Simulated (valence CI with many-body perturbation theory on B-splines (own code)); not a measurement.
# Hg⁴⁰⁺: M1 decay

Calculated by configuration interaction combined with many-body perturbation theory (CI+MBPT): four valence electrons over a frozen Dirac-Fock core [Kr], a basis of 9 s, 9 p, 10 d, 8 f, 5 g, 3 h, 1 i functions for each j, with the one-electron correlation potential Σ1 (screened to all orders), the two-electron term Σ2, the three-electron term Σ3, Breit, model QED; selected single and double excitations, second order for the rest (own B-spline code, finite nucleus).

The last digits are not significant, and no measured levels were compared; by estimate large intervals hold to a few tenths of a per cent, small ones and those within an open d or f shell to about a per cent. Only levels of the ground parity were solved; by the run's estimate the other parity begins above the list, which can be wrong where configurations are misplaced.

Lines 1 to 50 of 115 in falling wavelength, among levels below 1065700 cm⁻¹, chosen from the decays that carry over 1 % of a level's rate. Wavelengths and rates use the calculated energies. Weak lines are less certain than strong ones. Lines between different terms over intervals too small for the method are left out, as are lines whose strength nearly cancels. The highest levels of a list are the least certain. Branching is blank where the lifetime is uncertain.

Levels are named by their leading jj configuration (3d3/2^4 stands for four electrons in 3d with j = 3/2), which in mixed levels can hold well under half, so a name can repeat and another be missing. Letters in brackets count levels of one name in rising energy.

```tsv
λ vac (Å)	Upper	Lower	Type	A (s⁻¹)	Branch %
8511	(4d3/2^3 4d5/2) J=3	(4d3/2^3 4d5/2) J=2	M1	2.02e+01	29.1
7881	(4d3/2^2 4d5/2^2) J=6	(4d3/2^2 4d5/2^2) J=5	M1	1.45e+01	39.6
5558	(4d3/2^3 4d5/2) J=3	(4d3/2^3 4d5/2) J=4	M1	4.90e+01	70.8
2182	(4d3/2^2 4d5/2^2) J=4 [b]	(4d3/2^2 4d5/2^2) J=3 [a]	M1	6.01e+02	1.6
1962	(4d3/2^3 4d5/2) J=2	(4d3/2^3 4d5/2) J=1	M1	2.09e+03	94.1
1761	(4d3/2^2 4d5/2^2) J=2 [d]	(4d3/2^2 4d5/2^2) J=2 [c]	M1	1.52e+03	8.8
1567	(4d3/2^2 4d5/2^2) J=2 [b]	(4d3/2^2 4d5/2^2) J=2 [a]	M1	1.32e+03	2.4
1521	(4d3/2 4d5/2^3) J=0	(4d3/2 4d5/2^3) J=1 [a]	M1	2.48e+03	1.2
999.2	(4d3/2^2 4d5/2^2) J=2 [d]	(4d3/2^2 4d5/2^2) J=2 [b]	M1	1.07e+03	6.3
930.2	(4d3/2^2 4d5/2^2) J=2 [d]	(4d3/2^2 4d5/2^2) J=3 [b]	M1	3.25e+02	1.9
881.1	(4d3/2^2 4d5/2^2) J=4 [c]	(4d3/2^2 4d5/2^2) J=4 [a]	M1	3.33e+03	
831.2	(4d3/2^2 4d5/2^2) J=2 [d]	(4d3/2^2 4d5/2^2) J=1	M1	3.74e+02	2.2
822.9	(4d3/2 4d5/2^3) J=2 [b]	(4d3/2 4d5/2^3) J=3 [a]	M1	3.12e+03	1.3
796.6	(4d3/2 4d5/2^3) J=1 [b]	(4d3/2^2 4d5/2^2) J=0 [b]	M1	1.54e+04	4.8
772.2	(4d3/2 4d5/2^3) J=3 [b]	(4d3/2^2 4d5/2^2) J=2 [d]	M1	5.07e+03	1.9
677.2	(4d5/2^4) J=4	(4d3/2 4d5/2^3) J=3 [c]	M1	6.58e+03	1.1
665.9	(4d3/2^2 4d5/2^2) J=2 [d]	(4d3/2^2 4d5/2^2) J=3 [a]	M1	1.51e+03	8.8
617.2	(4d3/2^2 4d5/2^2) J=2 [a]	(4d3/2^3 4d5/2) J=3	M1	3.57e+03	1.1
610.1	(4d3/2^2 4d5/2^2) J=2 [d]	(4d3/2^2 4d5/2^2) J=2 [a]	M1	2.48e+02	1.4
583.2	(4d3/2^2 4d5/2^2) J=4 [a]	(4d3/2^3 4d5/2) J=3	M1	1.91e+04	10.8
580.7	(4d3/2^2 4d5/2^2) J=0 [b]	(4d3/2^2 4d5/2^2) J=1	M1	3.48e+04	34.2
578.3	(4d3/2 4d5/2^3) J=3 [a]	(4d3/2^2 4d5/2^2) J=2 [b]	M1	5.31e+03	1.2
575.5	(4d3/2^2 4d5/2^2) J=2 [a]	(4d3/2^3 4d5/2) J=2	M1	5.13e+04	16.5
569.0	(4d3/2^2 4d5/2^2) J=3 [a]	(4d3/2^3 4d5/2) J=3	M1	1.02e+05	57.8
564.3	(4d3/2 4d5/2^3) J=3 [a]	(4d3/2^2 4d5/2^2) J=4 [b]	M1	1.56e+04	3.5
563.6	(4d3/2 4d5/2^3) J=1 [b]	(4d3/2^2 4d5/2^2) J=2 [d]	M1	5.51e+04	17.1
560.8	(4d3/2 4d5/2^3) J=3 [c]	(4d3/2^2 4d5/2^2) J=2 [d]	M1	1.72e+04	7.7
558.6	(4d3/2 4d5/2^3) J=2 [a]	(4d3/2^2 4d5/2^2) J=2 [c]	M1	1.41e+04	3.9
551.6	(4d5/2^4) J=2	(4d3/2 4d5/2^3) J=3 [c]	M1	2.70e+04	4.6
536.9	(4d3/2 4d5/2^3) J=3 [b]	(4d3/2^2 4d5/2^2) J=2 [c]	M1	4.48e+03	1.7
533.3	(4d3/2^2 4d5/2^2) J=3 [a]	(4d3/2^3 4d5/2) J=2	M1	7.37e+04	41.9
527.9	(4d3/2^2 4d5/2^2) J=4 [a]	(4d3/2^3 4d5/2) J=4	M1	1.58e+05	89.2
526.2	(4d3/2 4d5/2^3) J=1 [a]	(4d3/2^2 4d5/2^2) J=2 [b]	M1	1.87e+04	3.4
524.5	(4d3/2^3 4d5/2) J=1	(4d3/2^4) J=0	M1	1.74e+05	100.0
514.5	(4d3/2 4d5/2^3) J=2 [b]	(4d3/2^2 4d5/2^2) J=2 [d]	M1	1.07e+04	4.6
508.9	(4d5/2^4) J=4	(4d3/2 4d5/2^3) J=3 [b]	M1	2.30e+04	4.0
499.7	(4d3/2 4d5/2^3) J=5	(4d3/2^2 4d5/2^2) J=4 [b]	M1	7.87e+04	36.2
492.5	(4d3/2 4d5/2^3) J=4 [a]	(4d3/2^2 4d5/2^2) J=5	M1	1.80e+04	4.6
475.6	(4d3/2 4d5/2^3) J=1 [a]	(4d3/2^2 4d5/2^2) J=1	M1	1.04e+05	18.6
475.3	(4d3/2^2 4d5/2^2) J=5	(4d3/2^3 4d5/2) J=4	M1	9.03e+04	99.9
461.7	(4d3/2 4d5/2^3) J=5	(4d3/2^2 4d5/2^2) J=6	M1	4.21e+04	19.4
460.0	(4d3/2^2 4d5/2^2) J=1	(4d3/2^3 4d5/2) J=2	M1	1.79e+05	98.4
457.8	(4d3/2^2 4d5/2^2) J=3 [b]	(4d3/2^3 4d5/2) J=3	M1	2.37e+04	19.3
456.0	(4d3/2 4d5/2^3) J=3 [c]	(4d3/2^2 4d5/2^2) J=4 [c]	M1	1.02e+05	45.9
455.1	(4d3/2 4d5/2^3) J=4 [a]	(4d3/2^2 4d5/2^2) J=3 [a]	M1	9.33e+04	23.7
452.9	(4d3/2 4d5/2^3) J=6	(4d3/2^2 4d5/2^2) J=6	M1	8.43e+04	45.5
451.3	(4d3/2^2 4d5/2^2) J=4 [b]	(4d3/2^3 4d5/2) J=3	M1	3.61e+04	95.1
450.2	(4d3/2^2 4d5/2^2) J=0 [a]	(4d3/2^3 4d5/2) J=1	M1	4.47e+05	100.0
449.8	(4d3/2 4d5/2^3) J=2 [a]	(4d3/2^2 4d5/2^2) J=2 [b]	M1	8.88e+04	24.8
448.4	(4d3/2 4d5/2^3) J=3 [a]	(4d3/2^2 4d5/2^2) J=3 [a]	M1	1.57e+05	35.4
```
